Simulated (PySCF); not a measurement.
Stepwise substitution at one centre (Sn C2H5-SH). Isolated molecules, 0 K electronic values unless said otherwise. One relaxed conformer stands for each flexible species; it need not be the lowest. Strings in code marks are SMILES.

Method: PySCF with TPSSh-D3(BJ)/def2-TZVP // B3LYP-D3(BJ)/def2-SVP. Delta-SCF ions had no search for a lower state. Excitations are Tamm–Dancoff values on a coarser integration grid. The basis has no diffuse functions, so Rydberg states are missing or too high.

| species | S1 excitation (TDA) (eV) | HOMO–LUMO gap (eV) | vertical ionisation energy (Delta-SCF) (eV) | T1 excitation (TDA) (eV) | S1 oscillator strength |
|---|---|---|---|---|---|
| 0 of 4 C2H5 replaced by SH (`C[CH2][Sn]([CH2]C)([CH2]C)[CH2]C`) | 6.38 | 6.70 | 8.31 | – | ? |
| 2 of 4 C2H5 replaced by SH (`C[CH2][Sn]([SH])([SH])[CH2]C`) | 4.84 | ? | 8.35 | ? | 0.056 |
| 3 of 4 C2H5 replaced by SH (`[SH][Sn]([SH])([CH2]C)[SH]`) | 4.29 | 4.66 | 8.66 | 3.84 | 0.032 |
| 4 of 4 C2H5 replaced by SH (`[SH][Sn]([SH])([SH])[SH]`) | 3.87 | ? | – | 3.49 | 0.014 |

### Question
Fill in the missing entries.

### Answer

- 0 of 4 C2H5 replaced by SH (`C[CH2][Sn]([CH2]C)([CH2]C)[CH2]C`), S1 oscillator strength: 0.044
- 2 of 4 C2H5 replaced by SH (`C[CH2][Sn]([SH])([SH])[CH2]C`), HOMO–LUMO gap (eV): 5.18
- 2 of 4 C2H5 replaced by SH (`C[CH2][Sn]([SH])([SH])[CH2]C`), T1 excitation (TDA) (eV): 4.30
- 4 of 4 C2H5 replaced by SH (`[SH][Sn]([SH])([SH])[SH]`), HOMO–LUMO gap (eV): 4.26
